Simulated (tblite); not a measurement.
Isomers of C2H8O3Si3. Level: GFN2-xTB in tblite, geometry and Hessian alike; calculated harmonic values, unscaled, isolated species. Errors from tens to a few hundred cm⁻¹ against measured bands are possible. Modes of hydrogen on silicon can be 10 to 20 % off. One conformer each.

Electronic energies: GFN2-xTB at the same geometries; isomer energies are rough at this level and their order can be wrong.

```csv
SMILES,"electronic energy, lowest = 0 (kJ/mol)"
C#C[Si@@](O)(O[SiH3])[SiH2]O,196.6
[SiH3]OC1=CO[SiH2][SiH2]O1,138.7
O[Si](O)(C#C[SiH3])O[SiH3],168.7
O=C(O)[Si@@H]1C[SiH2][SiH2]O1,322.8
C#C[SiH2]O[Si@H](O)O[SiH3],0.0
C#C[Si@@H](O[SiH3])O[SiH2]O,0.9
```

Q: How do GFN2-xTB zero-point energies change the relative energies?

A: 
```
                       SMILES  ZPE (kJ/mol)  of it from modes above 1550 cm⁻¹  electronic (kJ/mol)  with ZPE, lowest = 0 (kJ/mol)  lowest mode (cm⁻¹)  rings
   C#C[SiH2]O[Si@H](O)O[SiH3]         236.6                             136.9                  0.0                            0.0                  11      0
  C#C[Si@@H](O[SiH3])O[SiH2]O         238.0                             137.2                  0.9                            2.3                  18      0
   [SiH3]OC1=CO[SiH2][SiH2]O1         240.9                             123.3                138.7                          142.9                  49      1
   O[Si](O)(C#C[SiH3])O[SiH3]         234.4                             138.6                168.7                          166.5                 13i      0
 C#C[Si@@](O)(O[SiH3])[SiH2]O         238.7                             143.8                196.6                          198.7                 17i      0
O=C(O)[Si@@H]1C[SiH2][SiH2]O1         250.5                             133.1                322.8                          336.7                  26      1
```

The zero-point energies span 16.1 kJ/mol, from `O[Si](O)(C#C[SiH3])O[SiH3]` to `O=C(O)[Si@@H]1C[SiH2][SiH2]O1`. Slightly imaginary modes are left out of the zero-point energy: `O[Si](O)(C#C[SiH3])O[SiH3]` 12.5i cm⁻¹ and `C#C[Si@@](O)(O[SiH3])[SiH2]O` 17.4i cm⁻¹. The order is unchanged.
